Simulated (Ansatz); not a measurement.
Consider the redistribution: `N#[C][In]([F])[F]` + `CCO[SiH2]C` → `CC[O][In]([F])[F]` + `C[SiH2]C#N`.

Gas-phase electronic energies from Ansatz, PBE0-D4/def2-TZVP geometries. CCSD(T)/CBS adds triple-zeta CCSD(T) − MP2 to the extrapolated MP2 energy (def2 sets, frozen cores). def2 core potentials past Kr. For In outer-core shells are correlated without core-valence functions, which leaves a few kJ/mol of doubt a bond. One conformer a species, not always the lowest.

```tsv
species	CCSD(T)/CBS(def2) energy (Eh)
`N#[C][In]([F])[F]`	-482.18779
`CCO[SiH2]C`	-484.47512
`CC[O][In]([F])[F]`	-543.74993
`C[SiH2]C#N`	-422.89500
```

Task: Work out ΔE.

Result: ΔE = (-543.74993) + (-422.89500) − (-482.18779) − (-484.47512) = 0.01798 Eh = +47.2 kJ/mol.

Largest T1 diagnostic among the species: 0.017.

In def2-TZVPP, CCSD(T) changes the Hartree–Fock value by −18.4 kJ/mol (the triples alone add −4.2 kJ/mol) and MP2 by −20.2 kJ/mol. From PBE to PBE0 (25 % exact exchange), in def2-TZVPP and without D4, ΔE moves by +12.3 kJ/mol.
